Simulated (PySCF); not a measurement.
## Two-component Hartree-Fock for B (boron, neutral)

Start: [He] 2s2 2p1; 2p3/2 filled at m_j = +3/2. Calculated with PySCF 2.14 in x2c-TZVPall-2c (5s3p2d1f, 31 functions): generalised Hartree-Fock with the X2C-1e Hamiltonian and a Gaussian nucleus; one run each with spin-orbit coupling (SO) switched off, then screened by Boettger's factors. This is a chosen level, not necessarily the ground level.

```
spinor shell  electrons  ε, spin-free (eV)  ε, screened SO (eV)  weight of nominal j (screened SO)  rms radius, screened SO (bohr)
       1s1/2          2            -209.42              -209.42                              1.000                           0.379
       2s1/2          2            -13.461              -13.462                              0.999                            2.17
       2p3/2          1             -8.511               -8.510                              1.000                            2.46
```

```tsv
quantity	spin-free	screened SO
E (hartree)	-24.53626	-24.53623
M_J	3/2	3/2
⟨J²⟩	3.761	3.761
⟨L²⟩	2.007	2.007
⟨S²⟩	0.754	0.754
```

Each row is a mean over spinors that exchange with the open shell spreads, by up to 2.671 eV (2s1/2).

Without spin-orbit coupling the j labels of p, d and f shells carry no meaning; the spin-free column gives the mean over the occupied spinors of each nl shell.
